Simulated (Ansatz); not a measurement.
A nudged elastic band was laid between two geometries of BCl2F + H2 (6 atoms, charge 0, multiplicity 1).

Level of theory: Ansatz, RKS PBE0-D4/def2-SVP.

```yaml
movable_images: 9
climbing_image: from the first iteration
spring: 5.0 eV/Å²
optimiser: fire
start_path: through a guess of the saddle point
force_threshold: 0.05 eV/Å
iteration_limit: 60
end_points: relaxed
```

Initial state:

```xyz
6
Properties=species:S:1:pos:R:3
B -0.034 0.520 0.106
Cl -0.009 0.934 1.799
F 1.092 0.231 -0.498
Cl -1.519 0.506 -0.805
H -0.245 -2.539 0.572
H -0.113 -2.301 1.282
```

Final state:

```xyz
6
Properties=species:S:1:pos:R:3
B -0.115 -0.365 -0.596
Cl -0.088 -0.130 2.500
F 1.076 0.177 -0.700
Cl -1.522 0.617 -0.930
H -0.226 -1.539 -0.362
H 0.046 -1.409 2.545
```

Problem. What changes between the two ends?

Solution. Bonds broken: B1–Cl2, H5–H6. Bonds formed: B1–H5, Cl2–H6. BCl2F + H2 becomes BClFH + ClH.

Problem. Give the energies along the band, and the barrier.

Solution. It converged. The highest image is number 5 of 0 to 10, 33.6 kcal/mol above the first end and 19.5 kcal/mol above the last; the last end lies 14.2 kcal/mol above the first. Another band between the same ends (9 images) ends at a top of the same energy, where a vibrational analysis finds 1 clearly imaginary mode. The orbitals stay closed-shell, which can raise the energy where a bond breaks towards radicals; this wasn't checked here.

```tsv
image	path coordinate (Å)	energy (kcal/mol)	B1–Cl2 (Å)	H5–H6 (Å)	B1–H5 (Å)
0	0.00	0.0	1.74	0.76	3.10
1	0.42	0.4	1.75	0.76	2.75
2	0.85	2.2	1.75	0.76	2.38
3	1.27	7.8	1.77	0.76	1.97
4	1.71	20.3	1.87	0.82	1.56
5	2.14	33.6	2.10	1.08	1.31
6	2.53	24.8	2.43	1.41	1.23
7	2.91	17.6	2.79	1.74	1.21
8	3.29	15.3	2.97	2.06	1.21
9	3.66	14.5	3.02	2.46	1.20
10	4.03	14.2	3.11	2.92	1.20
```

Problem. What is the geometry of the highest image?

Solution. 
```xyz
6
Properties=species:S:1:pos:R:3:forces:R:3
B -0.075 -0.311 0.031 0.00 0.00 0.00
Cl -0.066 0.125 2.088 0.00 0.00 0.00
F 1.107 0.042 -0.454 0.00 0.00 0.00
Cl -1.570 0.250 -0.716 0.00 0.00 0.00
H -0.133 -1.599 0.263 0.00 0.00 0.00
H -0.090 -1.156 1.246 0.00 0.00 0.00
```

The band took 30 iterations and of the order of 4 core-minutes.

The run took 3.7 min on 1 thread of AMD EPYC 9R45 96-Core Processor (Zen 5) (shared host), peak memory 0.16 GiB.
